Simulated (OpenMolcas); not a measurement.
## What dynamic correlation does to the levels of F²⁺

| Item | Value |
| --- | --- |
| Program | OpenMolcas |
| Basis | ANO-RCC-VQZP [5s4p3d2f1g] |
| Scalar Hamiltonian | DKH2, point nucleus |
| Active space | 5 electrons in 9 orbitals (RAS2 2s 2p; RAS3 3d, at most 2 electrons) |
| State averaging | 2S+1 = 4 odd, 1 root; 2S+1 = 2 odd, 8 roots; 2S+1 = 4 even, 3 roots; 2S+1 = 2 even, 9 roots |
| Spin-orbit coupling | state interaction with AMFI integrals over the reference wave functions, term energies averaged over their components |

Methods on the same reference wave functions:
A. RASSCF
B. SS-RASPT2, IPEA 0.25 Eh, imaginary shift 0.1 Eh (closed shells correlated: 1s)

Energies in cm⁻¹ above 2s² 2p³ ⁴S°_3/2, the measured ground level; measured values from Moore, Atomic Energy Levels, vol. I, NSRDS-NBS 35 (1971 reprint of NBS Circular 467, 1949).

| Level | A | B | Measured |
| --- | --- | --- | --- |
| 2s² 2p³ ⁴S°_3/2 | 0.0 | 0.0 | 0.0 |
| 2s² 2p³ ²D°_3/2 | 37146 | 34657 |  |
| 2s² 2p³ ²D°_5/2 | 37155 | 34666 |  |
| 2s² 2p³ ²P°_3/2 | 55531 | 52317 |  |
| 2s² 2p³ ²P°_1/2 | 55535 | 52320 |  |
| 2s 2p⁴ ⁴P_5/2 | 154437 | 152254 | 151898 |
| 2s 2p⁴ ⁴P_3/2 | 154736 | 152553 | 152235 |
| 2s 2p⁴ ⁴P_1/2 | 154914 | 152731 | 152410 |
| 2s 2p⁴ ²D_3/2 | 216938 | 211307 | 210256 |
| 2s 2p⁴ ²D_5/2 | 216940 | 211309 | 210240 |
| 2s 2p⁴ ²S_1/2 | 258567 | 250104 | 248260 |
| 2s 2p⁴ ²P_3/2 | 277060 | 269447 | 266559 |
| 2s 2p⁴ ²P_1/2 | 277420 | 269806 | 266943 |

Deviations, from unrounded energies. A percentage is the sum of absolute deviations over the sum of measured energies, with the sign that they share, or ± where signs differ.

| Against measurement | Levels | A | B |
| --- | --- | --- | --- |
| mean absolute deviation (cm-1) | 8 | 6500 | 1300 |
| other configurations (%) | 8 | +3.1 | +0.6 |

B lies closest to measurement on these levels. The largest miss of B in the table is 2s 2p⁴ ²P_3/2, by +2900 cm-1. The ranking rests on the paired levels alone, and a cruder setting can come out closer through cancelling errors.

From A to B the spin-free energies of the other terms of 2s² 2p³ shown, above ⁴S°, scale by factors of 0.93 to 0.94.

The lowest spin-free term lies below A's lowest term by 0.064 hartree in B.

Active for correlation alone: 3d; no level in the range computed is led by a configuration that fills it, so any true level of that kind is missing. Computed and measured levels are paired by configuration, term and J; levels that our copy of the source lacks, or whose pairing is in doubt (as where it misses far off the trend of its configuration), stay unpaired and out of the deviations. Levels of configurations outside the active space are missing.

° marks odd parity.
